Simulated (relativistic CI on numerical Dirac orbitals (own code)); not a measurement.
# Charge states of tungsten

Method of calculation: Dirac-Coulomb-Breit CI, KLI orbitals optimised for each configuration, a model potential for QED, valence Slater integrals scaled by 0.9 (own radial code, finite nucleus).

Each species is treated in one configuration, given outside its closed core. Radial values are for the open shell of highest l, unscaled and averaged over j; ζ includes the Breit term. Labels give the leading LS character, summed over repeated terms.

| Ion | Configuration | Its lowest level | LS weight (%) | ζ (cm⁻¹) | F² (cm⁻¹) | F⁴ (cm⁻¹) | ⟨r⟩ (bohr) | ⟨r²⟩ (bohr²) |
| --- | --- | --- | --- | --- | --- | --- | --- | --- |
| W | 4f14 5d4 6s2 | 5D_0 | 86 | 1873 | 47550 | 30660 | 2.098 | 5.429 |
| W⁺ | 4f14 5d4 6s | 6D_1/2 | 93 | 1947 | 51070 | 33200 | 1.977 | 4.677 |
| W²⁺ | 4f14 5d4 | 5D_0 | 86 | 2064 | 54680 | 35850 | 1.873 | 4.108 |
| W³⁺ | 4f14 5d3 | 4F_3/2 | 92 | 2431 | 59150 | 39140 | 1.756 | 3.559 |
| W⁴⁺ | 4f14 5d2 | 3F_2 | 93 | 2813 | 63020 | 42010 | 1.665 | 3.17 |
| W⁵⁺ | 4f14 5d | 2D_3/2 | 100 | 3204 |  |  | 1.59 | 2.873 |
| W⁶⁺ | 4f14 | 1S_0 | 100 |  |  |  |  |  |
| W⁷⁺ | 4f13 | 2F°_7/2 | 100 | 4919 |  |  | 0.5806 | 0.4129 |
| W⁸⁺ | 4d10 4f14 5s2 5p4 | 3P_2 | 75 | 61740 | 93250 |  | 1.15 | 1.481 |
| W⁹⁺ | 4d10 4f14 5s2 5p3 | J = 3/2 (mixed) | 40 | 64360 | 94860 |  | 1.131 | 1.431 |
| W¹⁰⁺ | 4d10 4f14 5s2 5p2 | 3P_0 | 77 | 67010 | 96410 |  | 1.113 | 1.385 |
| W¹¹⁺ | 4d10 4f13 5s2 5p2 | ? | ? | ? | ? | ? | ? | ? |
| W¹²⁺ | 4d10 4f14 5s2 | 1S_0 | 100 |  |  |  |  |  |
| W¹³⁺ | 4d10 4f13 5s2 | 2F°_7/2 | 100 | 4975 |  |  | 0.5553 | 0.3696 |
| W¹⁴⁺ | 4d10 4f12 5s2 | 3H_6 | 99 | 5207 | 184500 | 117800 | 0.5424 | 0.3506 |
| W¹⁵⁺ | 4d10 4f11 5s2 | 4I°_15/2 | 95 | 5445 | 189600 | 121300 | 0.5304 | 0.3335 |
| W¹⁶⁺ | 4d10 4f11 5s | 5I°_8 | 96 | 5511 | 191500 | 122700 | 0.5261 | 0.3272 |
| W¹⁷⁺ | 4d10 4f11 | 4I°_15/2 | 95 | 5577 | 193600 | 124200 | 0.5215 | 0.3204 |
| W¹⁸⁺ | 4d10 4f10 | 5I_8 | 86 | 5826 | 198500 | 127600 | 0.511 | 0.3065 |
| W¹⁹⁺ | 4d10 4f9 | 6H°_15/2 | 82 | 6080 | 203300 | 130900 | 0.5012 | 0.2937 |
| W²⁰⁺ | 4d10 4f8 | 7F_6 | 84 | 6341 | 208000 | 134200 | 0.4919 | 0.282 |
| W²¹⁺ | 4d10 4f7 | 8S°_7/2 | 87 | 6608 | 212600 | 137400 | 0.4831 | 0.2712 |
| W²²⁺ | 4d10 4f6 | 7F_0 | 55 | 6880 | 217100 | 140500 | 0.4748 | 0.2612 |
| W²³⁺ | 4d10 4f5 | 6H°_5/2 | 71 | 7160 | 221600 | 143600 | 0.4669 | 0.2519 |

**Question.** Fill in the row of W¹¹⁺.

**Answer.** Its lowest level J = 7/2 (mixed); LS weight (%) 31; ζ (cm⁻¹) 4943; ⟨r⟩ (bohr) 0.5637; ⟨r²⟩ (bohr²) 0.3834.

At low charge ζ of a weakly bound d or f electron comes out too small.
